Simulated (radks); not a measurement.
Question: The magnesium ion Mg2+, [Ne]. All-electron calculation, non-relativistic Kohn-Sham, PBE, spin-polarised, spherical densities, point nucleus. Program: a radial shooting solver on a logarithmic mesh with Libxc functionals. Every spin shell is full or empty, so the densities are truly spherical. Functionals are evaluated on that one density, not self-consistently. Rank these exchange functionals by their error against the exact value of the orbitals, and give that value: LDA, PBEsol, RPBE, PW86, WC, AM05, revTPSS, SCAN, Tao-Mo, MVS.

Answer: Exact: -15.6336 hartree. From best to worst, with 100 (|E| - |E exact|)/|E exact| (equal figures are ties): MVS -0.05, Tao-Mo +0.09, RPBE +0.16, revTPSS -0.21, SCAN +0.38, PW86 +0.63, WC -1.73, PBEsol -3.72, AM05 -7.40, LDA -8.67.
